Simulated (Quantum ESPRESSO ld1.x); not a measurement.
Charge is removed step by step from the 4p down level of the ytterbium ion Yb+, starting from [Ar] 3d10 4s2 4p(up 3, down 3) 4d10 4f14 5s2 5p6 6s1. Method: scalar-relativistic Kohn-Sham, LDA (Slater exchange, VWN5 correlation), spin-polarised, spherical densities, point nucleus; open shells are filled with parallel spins first; computed with ld1.x of Quantum ESPRESSO 7.5.

| removed (e) | E - E(0) (eV) | eigenvalue (eV) | E minus straight line (eV) |
|---|---|---|---|
| 0 | 0.000 | -344.36 | 0.000 |
| 0.2 | 69.122 | -347.89 | -1.525 |
| 0.4 | 138.97 | -351.62 | -2.323 |
| 0.6 | 209.58 | -355.52 | -2.356 |
| 0.8 | 281.00 | -359.59 | -1.592 |
| 1 | 353.24 | -363.80 | 0.000 |

Removing the whole electron costs 353.24 eV by Delta-SCF, against 344.36 eV from minus the eigenvalue at the starting occupation. Integrating minus the eigenvalue over the occupation (Janak's theorem) gives 353.74 eV. In this scalar-relativistic scheme the density is built from large components alone, so the theorem holds only approximately. The mean slope of the eigenvalue, de/dn, is 19.4 eV per electron.
